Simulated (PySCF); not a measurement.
PySCF job for Cl2Te, SMILES Cl[Te]Cl (connectivity only; charge and spin as stated), charge +1, multiplicity 2, B3LYP-D3(BJ)/def2-TZVP. Coordinates come from a B3LYP-D3(BJ)/def2-TZVP optimisation. The spin state was assumed, not searched. The isomer is the one that the SMILES or the coordinates give; other isomers of the formula were not compared. The def2 effective core potentials stand for the cores of Te; spin–orbit coupling is left out.

```python
import numpy as np
from pyscf import gto, scf, dft, df
from pyscf.hessian import thermo

mol = gto.M(
    atom='''
    Te    0.00000000    0.00000000    0.56914762
    Cl    0.00000000    1.75288988   -0.87046107
    Cl    0.00000000   -1.75288988   -0.87046107
    ''',
    basis='def2-TZVP',
    ecp={'Te': 'def2-tzvp'},
    charge=1,
    spin=1,
    max_memory=1600,
    verbose=3,
)
mf = dft.UKS(mol, xc='b3lyp').density_fit(auxbasis='def2-universal-jkfit')
mf.disp = 'd3bj'
mf.grids.level = 3
mf.conv_tol = 1e-11
mf.max_cycle = 100
mf.kernel()
fine, coarse = mf.grids, dft.Grids(mol).set(level=1).build(with_non0tab=True)
for _ in range(3):  # follow internal instabilities
    mf.grids = coarse
    mo, _, stable, _ = mf.stability(return_status=True, nroots=4)
    mf.grids = fine
    if stable:
        break
    mf.kernel(mf.make_rdm1(mo, mf.mo_occ))

# [left out here: the lines that compute and print the analytic Hessian (its translational invariance restored by hand, since the grid's response is missing), thermochemistry and intensities]
```

Output:

```

WARN: HOMO -0.670932950342102 >= LUMO -0.670932950342139

converged SCF energy = -1188.29326740138  <S^2> = 0.75268326  2S+1 = 2.0026815
<class 'pyscf.df.df_jk.DFUKS'> wavefunction is stable in the internal stability analysis

WARN: DFTD3 does not support analytical Hessian, using finite difference


WARN: Mole.unit (angstrom) is changed to Bohr

Mode                                 0                   1                   2
Irrep
Freq [cm^-1]                      140.3187            410.5072            420.1864
Reduced mass [au]                  40.3885             43.2281             41.0146
Force const [Dyne/A]                0.4685              4.2920              4.2665
Char temp [K]                     201.8874            590.6284            604.5547
Normal mode                   x     y     z       x     y     z       x     y     z
       0  Te                -0.00 -0.00  0.04    0.00  0.04  0.00    0.00 -0.00  0.04
       1  Cl                -0.00 -0.09 -0.07   -0.00 -0.08  0.07   -0.00  0.08 -0.07
       2  Cl                -0.00  0.09 -0.07   -0.00 -0.08 -0.07    0.00 -0.08 -0.07
temperature 298.1500 [K]
pressure 101325.00 [Pa]
Rotational constants [GHz] 5.35047 2.31986 1.61823
Symmetry number 2
Zero-point energy (ZPE) 0.00221 [Eh]   5807.943 [J/mol]
                           tot       elec      trans        rot        vib
Entropy [J/mol/K]       307.733      5.763    174.731    107.927     19.312
Cv [J/mol/K]             44.971      0.000     12.472     12.472     20.028
Cp [J/mol/K]             53.286      0.000     20.786     12.472     20.028
Internal energy [J/mol]                      3718.434   3718.434   9089.356
Internal energy [Eh]   -1188.28697  -1188.29327
Enthalpy [J/mol]                             6197.391   3718.434   9089.356
Enthalpy [Eh]          -1188.28603
Gibbs free energy [J/mol]                  -45898.628 -28460.076   3331.482
Gibbs free energy [Eh] -1188.32097
mode   freq/cm-1   IR/(km/mol)
   1      140.32         0.985
   2      410.51        45.954
   3      420.19         9.094
max |gradient| / (hartree/bohr): 7.455475931058075e-05
APT charges: [ 1.3379 -0.1689 -0.1689]
```

Self-consistency was reached.

Cost: around 90 core-seconds (rough).
